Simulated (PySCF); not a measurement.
**How methods differ on the fine-structure interval of Rh²⁶⁺**

Rh²⁶⁺ [Ar] 3d1 [3d3/2^1, M_J = 3/2] → Rh²⁶⁺ [Ar] 3d1 [3d5/2^1, M_J = 5/2], as a difference of total energies. Computed with PySCF 2.14 in an even-tempered Gaussian basis (16 s from 3.7 bohr⁻², ratio 2.8; 12 p from 4.8 bohr⁻², ratio 2.8; 8 d from 4.8 bohr⁻², ratio 2.8; 3 f from 15 bohr⁻², ratio 3), with the two-component X2C-1e Hamiltonian. Correlated levels: [Ne] frozen; the 74 highest virtual spinors dropped. "Screened" scales the spin-orbit matrix elements by Boettger's factors to mimic the two-electron term; Breit and QED terms are absent.

| method | fine-structure interval (cm⁻¹) |
| --- | --- |
| GHF (screened spin-orbit) | 53965 |
| GMP2 (screened spin-orbit) | 53834 |
| GHF (bare spin-orbit) | 69413 |
